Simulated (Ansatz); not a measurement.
A structure relaxed at PBE0-D4/def2-TZVP, charge 0, multiplicity 1:

Cartesian coordinates in Å:
```
N 1.7231 1.5806 -0.1557
Si 1.1610 -0.0191 -0.4247
Si -0.9015 -0.2141 0.6535
N -1.8550 -1.4376 -0.0175
F -0.8050 -0.5355 2.2114
F -1.5793 1.2389 0.6072
H 1.0693 2.3463 -0.1547
H 2.6382 1.8754 -0.4541
H 0.9415 -0.4097 -1.8555
H 2.1480 -0.9881 0.1202
H -1.9216 -1.5729 -1.0120
H -2.6186 -1.8642 0.4817
```

Give its formula and SMILES.

F2H6N2Si2, `N[SiH2][Si](N)(F)F`.

Summarise the bond lengths by kind.

2 × N–Si 1.690 to 1.717 Å; 4 × H–N 1.006 to 1.007 Å; 1 × Si–Si 2.335 Å; 2 × H–Si 1.487 to 1.499 Å; 2 × F–Si 1.594 to 1.604 Å.

Results of the Gaussian-basis code of Ansatz.
